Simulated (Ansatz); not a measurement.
`C[O][Ge]([NH2])([O]C)[O]C`, relaxed with RKS PBE-D4/def2-SVP in the Gaussian-basis code of Ansatz from a rough embedded geometry. The force threshold is 0.03 eV/Å; the program also tests the step.

Charge 0, multiplicity 1.

Start:

```xyz
19

C    -0.280    2.177    0.532
O     0.770    1.183    0.352
Ge    0.005   -0.355   -0.167
N     1.209   -1.664   -0.517
O    -1.155   -0.933    1.094
C    -0.419   -1.188    2.285
O    -0.998   -0.068   -1.688
C    -0.107    0.288   -2.701
H    -0.818    2.367   -0.330
H    -0.943    1.837    1.393
H     0.245    3.099    0.913
H     1.904   -1.631    0.332
H     0.842   -2.594   -0.462
H    -1.102   -1.462    3.115
H     0.124   -0.249    2.613
H     0.271   -2.037    2.159
H    -0.661    0.492   -3.605
H     0.644   -0.515   -2.893
H     0.468    1.255   -2.425
```

Problem. By how much does the energy fall, and how many steps does the optimiser take? (Best estimate.)

Solution. Ansatz gave: 66.68 kJ/mol, in 9 steps.

Problem. Which bonds change most? (Best estimate.)

Solution. The calculation gave: C1–H9 from 1.034 to 1.114 Å; N4–H12 from 1.098 to 1.025 Å; Ge3–O7 from 1.845 to 1.780 Å; C8–H19 from 1.158 to 1.116 Å.

Problem. Give the relaxed structure. (An estimate is asked.)

Solution. Ansatz gave: 
```xyz
19

C     0.033    2.247    0.663
O     0.852    1.114    0.410
Ge    0.063   -0.396   -0.147
N     1.475   -1.508   -0.479
O    -1.165   -0.965    1.026
C    -0.728   -1.277    2.337
O    -0.952   -0.141   -1.587
C    -0.307    0.204   -2.806
H    -0.529    2.577   -0.241
H    -0.712    2.063    1.471
H     0.690    3.082    0.984
H     2.307   -1.275    0.074
H     1.262   -2.505   -0.377
H    -1.560   -1.787    2.867
H    -0.451   -0.370    2.925
H     0.153   -1.964    2.348
H    -1.043    0.081   -3.629
H     0.572   -0.445   -3.022
H     0.041    1.264   -2.814
```
